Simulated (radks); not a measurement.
Values are calculated unless marked as measured or tabulated.
Effect of the nuclear size on the gallium ion Ga+, [Ar] 3d10 4s2. Code: a radial shooting solver on a logarithmic mesh with Libxc functionals. Model: Dirac Kohn-Sham, LDA (Slater exchange, Perdew-Wang correlation), spin-unpolarised, spherical densities, finite nucleus; Fermi nuclear charge, rms radius 3.9973 fm. The rms radius is varied about that value; shifts are against it.

rms radius (fm)	total energy shift (eV)	density at nucleus (e/bohr^3)	1s1/2 shift (meV)	2s1/2 shift (meV)	3s1/2 shift (meV)	3p1/2 shift (meV)
3.2698	-0.0931	2.845e+04	-39.6	-3.81	-0.557	0.061
3.7055	-0.0395	2.823e+04	-16.8	-1.61	-0.236	0.026
3.9973	0	2.811e+04	0.000	0.000	0.000	0.000
4.393	0.0580	2.795e+04	24.7	2.37	0.347	-0.038
4.7248	0.111	2.783e+04	47.0	4.52	0.662	-0.072

Slopes of the eigenvalues against <r^2> in GHz/fm^2, as finite differences over the two radii next to the reference (eigenvalue slopes, not the field-shift constants of lines): 1s1/2 1800, 2s1/2 173, 3s1/2 25.3, 3p1/2 -2.77.
